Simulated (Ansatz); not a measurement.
Stepwise reaction of `O[SiH2]S[SiH3]` with ammonia, as a gas-phase model of exchange steps in deposition or etching. ΔE in kJ/mol.

Calculated with Ansatz (gas phase, PBE0-D4/def2-TZVP geometries, no zero-point term in ΔE). CCSD(T)/CBS adds triple-zeta CCSD(T) − MP2 to the extrapolated MP2 energy (def2 sets, frozen cores). This one scheme is used for every species. DFT in def2-TZVPP. B3LYP here is the variant with VWN-RPA as its local correlation; programs differ in this. Each species was taken in one conformer, which may not be the lowest.

| step | reaction | PBE-D4 | B3LYP-D4 | ωB97M-V | CCSD(T)/CBS |
| --- | --- | --- | --- | --- | --- |
| 2 | `N[SiH](O)S[SiH3]` + NH₃ → `N[SiH2]S[SiH](N)O` + H₂ | -53.2 | -51.8 | -49.8 | -49.2 |

Problem. Give the row of step 1, `O[SiH2]S[SiH3]` + NH₃ → `N[SiH](O)S[SiH3]` + H₂. (Best estimate.)

Solution. Ansatz gave: 
| step | reaction | PBE-D4 | B3LYP-D4 | ωB97M-V | CCSD(T)/CBS |
| --- | --- | --- | --- | --- | --- |
| 1 | `O[SiH2]S[SiH3]` + NH₃ → `N[SiH](O)S[SiH3]` + H₂ | -43.9 | -47.4 | -48.9 | -47.7 |

Problem. By hand: ΔE of the 2 steps together at CCSD(T)/CBS.

Solution. (-47.7) + (-49.2) = -96.9 kJ/mol, or -48.5 kJ/mol a step.

In ΔE the steps differ by no more than 1.5 kJ/mol. All are downhill at CCSD(T)/CBS. PBE-D4 differs from CCSD(T)/CBS by -4.0 to 3.8 kJ/mol a step. Isolated molecules leave out the surface, adducts and barriers. Largest T1 diagnostic: 0.012.
